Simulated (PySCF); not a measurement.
Ga(F)2(SeH) (F₂GaHSe), SMILES [F][Ga]([F])[SeH].

Geometry: B3LYP-D3(BJ)/def2-SVP. One conformer was computed; it need not be the lowest.

All values below come from PySCF with B3LYP/def2-TZVPD.

Computed frontier levels, gap, dipole moment and polarisability:
highest occupied level: -7.95 eV
lowest empty level: -2.36 eV
orbital gap: 5.59 eV
dipole moment: 2.64 D
quadrupole, principal values (traceless, Buckingham form, about the centre of nuclear charge): -4.81, -1.10, 5.91 D·Å
mean static polarisability: 55.8 bohr³ (8.26 Å³)
polarisability, principal values: 45.5, 51.3, 70.5 bohr³
